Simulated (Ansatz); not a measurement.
Molecule: NbCl$_{4}$ (charge 0, doublet). The spin state was set by rule; other spins were not relaxed. 
Coordinates optimised at B3LYP-D3(BJ)/def2-TZVP (Ansatz, a program for electronic structure):
SMILES: [Cl][Nb]([Cl])([Cl])[Cl]
```xyz
5

Nb     0.0000     0.0000     0.0000
Cl     1.7252    -0.5608    -1.3857
Cl     0.5070     0.5405     2.1591
Cl    -0.9206     1.8843    -0.9017
Cl    -1.3116    -1.8640     0.1283
```
Charge 0, spin multiplicity 2.

Basis-set convergence of Hartree-Fock and MP2 correlation energies (hartree) with Ansatz. Valence correlation only, unless marked. Open shells are spin-unrestricted. Spin-orbit coupling is left out. Frozen are the shells of the preceding noble gas and the d and f shells that filled before the atom's block. Past Kr the def2 sets carry scalar-relativistic core potentials.

```csv
basis,functions,E(HF),"E(corr, MP2)"
def2-SVP,103,-1894.03693,-0.66044
def2-TZVPP,224,…,…
```

Question: Complete the blanks.

Answer: 
- def2-TZVPP, E(HF): -1894.68815
- def2-TZVPP, E(corr, MP2): -0.91045
